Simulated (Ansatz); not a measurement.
`[SiH3]NC[SiH2]Cl` + `C[SiH](N)Cl` → `C[SiH](Cl)N[SiH2]Cl` + `CN[SiH3]`  (ligand exchange at the Si–C bond)

Calculated with Ansatz (gas phase, PBE0-D4/def2-TZVP geometries, no zero-point term in ΔE). CCSD(T)/CBS is the MP2 limit (def2-TZVPP, def2-QZVPP) plus CCSD(T) − MP2 in def2-TZVPP, frozen cores. DFT in def2-TZVPP. B3LYP here is the variant with VWN-RPA as its local correlation; programs differ in this. Each species was taken in one conformer, which may not be the lowest.

```csv
level,ΔE (kJ/mol),difference from CCSD(T)/CBS
PBE-D4,-66.4,9.1
r2SCAN-D4,-73.1,2.4
PBE0-D4,-70.7,4.8
B3LYP-D4,-75.8,-0.3
ωB97X-V,-73.9,1.6
ωB97M-V,-73.8,1.7
B2PLYP,-73.9,1.6
PBE,-62.8,12.7
r2SCAN,-72.0,3.5
PBE0,-67.4,8.1
B3LYP,-70.2,5.3
HF/def2-TZVPP,-81.6,-6.1
MP2/def2-TZVPP,-77.6,-2.1
SCS-MP2/def2-TZVPP,-78.3,-2.8
CCSD/def2-TZVPP,-76.3,-0.8
CCSD(T)/def2-TZVPP,-75.6,-0.1
HF/def2-QZVPP,-82.3,-6.8
MP2/def2-QZVPP,-77.8,-2.3
SCS-MP2/def2-QZVPP,-78.3,-2.8
HF/CBS(def2),-82.4,-6.9
MP2/CBS(def2),-77.4,-1.9
CCSD/CBS(def2),-76.1,-0.6
CCSD(T)/CBS,-75.5,0
```

Largest T1 diagnostic among the species: 0.010.

From PBE to PBE0 (25 % exact exchange), in def2-TZVPP and without D4, ΔE moves by −4.6 kJ/mol. The D4 term adds −5.6 kJ/mol with B3LYP and −3.3 kJ/mol with PBE0; it sums over pairs of atoms, weighted by their polarisabilities, and B3LYP, whose exchange is more repulsive, gets the larger term. In def2-TZVPP, CCSD(T) changes the Hartree–Fock value by +5.9 kJ/mol (the triples alone add +0.7 kJ/mol) and MP2 by +4.0 kJ/mol.

CCSD(T)/CBS has its own doubt, a few kJ/mol and more with outer-core shells, so smaller differences from it don't rank the levels.
